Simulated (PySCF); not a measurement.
## A single-point calculation

OsO2(H2O)3 (singlet). PySCF 2.14.0, RKS PBE0, Os def2-SVP with ECP60, O def2-SVP, H def2-SVP; non-relativistic Hamiltonian with scalar-relativistic core potentials where named; density fitting; no spin-orbit coupling. Purpose: singlet excitations, Tamm-Dancoff PBE0.

```python
mol = gto.M(atom='''
Os     0.00000    -0.00000    -0.00000
O      0.00000     0.00000     1.73310
O     -0.00000    -0.00000    -1.73310
O      2.44501     0.00002    -0.00000
H      3.02118    -0.77370    -0.00000
H      3.02116     0.77375    -0.00000
O     -1.22252     2.11743    -0.00000
H     -0.84054     3.00327    -0.00000
H     -2.18067     2.22953    -0.00000
O     -1.22249    -2.11745     0.00000
H     -2.18063    -2.22956     0.00000
H     -0.84050    -3.00328     0.00000''',
    basis={'Os': 'def2-SVP', 'O': 'def2-SVP', 'H': 'def2-SVP'},
    ecp={'Os': 'def2-SVP'},
    charge=0, spin=0)
mf = dft.RKS(mol, xc='PBE0')
mf.grids.atom_grid = (50, 194)
mf = mf.density_fit()  # fitting sets: Os def2-universal-JKFIT, O def2-universal-JKFIT, H def2-universal-JKFIT
mf.conv_tol = 1e-08; mf.max_cycle = 55
mf.kernel(dm0)  # dm0: converged density of the relaxed state
td = mf.TDA(); td.nstates = 8; td.kernel()
```

Run from Python with OMP_NUM_THREADS=4; the lines above give its settings. Where DIIS fails, smearing, a level shift and second-order steps follow.
It took 41 s on 4 threads of Arm Neoverse V1, on a shared host, from an already converged density.

(1) Where do the frontier levels lie, over both spins?

(2) What are the Mulliken charges and spins?

(3) Which singlet excitations follow (Tamm-Dancoff, 8 states)?

The geometry was relaxed with r2SCAN (Os def2-SVP with ECP60, O def2-SVP, H def2-SVP).

Results:

(1) HOMO -4.68 eV, LUMO -1.32 eV. 

(2) 
```
atom  charge (e)  spin (e)
 Os1       0.568     0.000
  O2      -0.507     0.000
  O3      -0.507     0.000
  O4      -0.231     0.000
  H5       0.190     0.000
  H6       0.190     0.000
  O7      -0.231     0.000
  H8       0.190     0.000
  H9       0.190     0.000
 O10      -0.231     0.000
 H11       0.190     0.000
 H12       0.190     0.000
```

(3) 
```
state    eV  oscillator strength
    1  1.95               0.0019
    2  1.95               0.0019
    3  2.36               0.0000
    4  2.40               0.0007
    5  3.00               0.0000
    6  3.00               0.0000
    7  3.72               0.0027
    8  4.08               0.0250
```
Functionals without range separation put charge-transfer states too low; the basis has no diffuse functions.
